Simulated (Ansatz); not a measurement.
The pair A = SiH4 (SMILES [SiH4]) (first 5 atoms), B = CH2O2 (SMILES O=CO); geometry from B3LYP-D3(BJ)/def2-TZVP.
(charge 0, multiplicity 1):
```xyz
10

Si     0.1066    -0.3192     0.6422
H     -0.2752    -0.5306    -0.7743
H      0.6862    -1.5591     1.1923
H     -1.1432     0.0100     1.3802
H      1.0449     0.8148     0.7412
O      0.9379     0.1423     3.7316
C      0.0648     0.4268     4.5034
O     -1.2292     0.5681     4.1908
H      0.2131     0.6101     5.5751
H     -1.3283     0.3996     3.2353
```

Cores are frozen in the correlated methods. MP2 and its Hartree–Fock in aug-cc-pV(T+d)Z are density fitted.

Codes used: Ansatz (Gaussian orbitals). 

The counterpoise-corrected interaction energy is E(AB) − E(A in the pair's basis) − E(B in the pair's basis). Total energies (hartree):

```csv
level,AB,A in the pair's basis,B in the pair's basis
HF/aug-cc-pV(D+d)Z,-480.0479733,-291.2503275,-188.7976173
MP2/aug-cc-pV(D+d)Z,-480.7022229,-291.3723930,-189.3266883
HF/aug-cc-pV(T+d)Z,-480.1080213,-291.2636409,-188.8443071
MP2/aug-cc-pV(T+d)Z,-480.9001243,-291.4094804,-189.4868584
CCSD(T)/aug-cc-pV(D+d)Z,-480.7666722,-291.4072318,-189.3562211
```

Question: Work out the counterpoise-corrected interaction energy at the basis-set limit: extrapolate the MP2 correlation part as X⁻³, take Hartree–Fock from the larger set, and add the CCSD(T) − MP2 difference of aug-cc-pV(D+d)Z.

Answer: 
1. Differences (1 hartree = 627.509 kcal/mol): HF/aug-cc-pV(D+d)Z -0.018; MP2/aug-cc-pV(D+d)Z -1.971; HF/aug-cc-pV(T+d)Z -0.046; MP2/aug-cc-pV(T+d)Z -2.376; CCSD(T)/aug-cc-pV(D+d)Z -2.020.
2. Correlation parts, MP2 less HF: -1.953 in aug-cc-pV(D+d)Z (X = 2), -2.330 in aug-cc-pV(T+d)Z (X = 3).
3. Limit (3³·(-2.330) − 2³·(-1.953))/(3³ − 2³) = -2.488; with HF/aug-cc-pV(T+d)Z it gives -2.534.
4. CCSD(T) less MP2 in aug-cc-pV(D+d)Z: -0.049.
Result: -2.58 kcal/mol, against -1.97 at MP2/aug-cc-pV(D+d)Z. It is an estimate of this method's limit, not of the exact value.

Ansatz is an electronic-structure program.
